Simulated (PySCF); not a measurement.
Cl3OSi, SMILES [O][Si](Cl)(Cl)Cl, multiplicity 2. Atoms are numbered in the order given.

```xyz
5

O     -0.2705    -1.9155     0.0000
Si    -0.0092    -0.2634     0.0000
Cl     1.0159     0.3220     1.6477
Cl    -1.8970     0.4744     0.0000
Cl     1.0159     0.3220    -1.6477
```
Charge 0, spin multiplicity 2.

Geometry optimised at ωB97X-D3(BJ)/def2-SVP. The isomer is the one that the SMILES or the coordinates give; other isomers of the formula were not compared.

The numbers are results of PBE/pcH-1 in PySCF, not measurements.

Unrestricted Kohn–Sham, ⟨S²⟩ = 0.753. Hyperfine tensors hold the contact and dipolar terms, without spin-orbit corrections.

Computed hyperfine couplings:
```
nucleus     A(iso) (MHz)  A(iso) (G)  dipolar principal values (MHz)
----------  ------------  ----------  ------------------------------
17O no. 1          -19.0        -6.8            -245.6, 122.4, 123.2
29Si no. 2          45.5        16.2                  -2.4, 1.0, 1.5
35Cl no. 3          -1.5        -0.5                -5.7, -5.2, 10.9
35Cl no. 4           1.4         0.5              -24.3, -23.7, 48.0
35Cl no. 5          -1.5        -0.5                -5.7, -5.2, 10.9
```

Question: And the g tensor (effective nuclear charges for spin-orbit coupling, GIAO)? (The exact figures need the calculation; the answer reports its results.)

Answer: principal values 2.0096, 2.0159, 2.0389; isotropic 2.0215.
